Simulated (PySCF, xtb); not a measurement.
C₅H₅FO, SMILES O=C[C@]1(F)C=CC1. Other conformers were not sampled.

Harmonic wavenumbers (cm⁻¹) from GFN2-xTB (xtb 6.7.1) at its own minimum, in rising order: 92, 135, 233, 285, 387, 429, 580, 666, 786, 820, 867, 888, 927, 1001, 1030, 1046, 1060, 1154, 1184, 1200, 1240, 1351, 1423, 1650, 1790, 2791, 3010, 3018, 3140, 3160.

Question: What does r2SCAN-D4/def2-SVP (PySCF 2.14.0) give at its own minimum? (The exact figures need the calculation; the answer reports its results.)

Answer: 78, 146, 266, 304, 398, 436, 585, 646, 757, 865, 903, 941, 945, 974, 1057, 1069, 1107, 1191, 1204, 1237, 1303, 1374, 1425, 1633, 1846, 2872, 3057, 3132, 3190, 3222. Paired by order, the mean absolute difference is 35 cm⁻¹ and the zero-point energies are 53.4 and 54.6 kcal/mol.
